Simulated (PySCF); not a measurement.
Gas-phase reaction: SiH₃Br + 3 Br₂ → SiBr₄ + 3 HBr

Method: PySCF energies plus ideal-gas RRHO corrections (1 bar). Table values come from the NASA 1993 polynomials. † marks an energy on the PBE0/def2-TZVP geometry and frequencies; other levels use their own. MP2 freezes the core. All species are closed-shell singlets. Br: all electrons, no relativistic terms. MP2 isn't extrapolated to the basis-set limit; its ΔH°(298 K) is -601.2 kJ in def2-SVP and -600.7 kJ in def2-TZVPP. The harmonic model lacks anharmonicity and excited electronic states, which grow with temperature; levels with a mode under 35 cm⁻¹ are left out. Soft modes under 120 cm⁻¹ make the harmonic entropy rough for SiBr₄. The table's entry may be an old estimate for SiH₃Br, SiBr₄ (not checked at source).

```tsv
level	ΔH°(298 K), kJ	minus table	ΔG°(2500 K), kJ
table	-539.3	-	-506.1
BLYP/def2-TZVP†	-453.3	86.0	-424.4
MP2/def2-SVP†	-601.2	-61.9	-572.3
PBE/def2-SVP	-506.9	32.4	-474.5
PBE/def2-TZVP†	-495.4	43.9	-466.6
LDA/def2-TZVP†	-538.8	0.5	-509.9
```
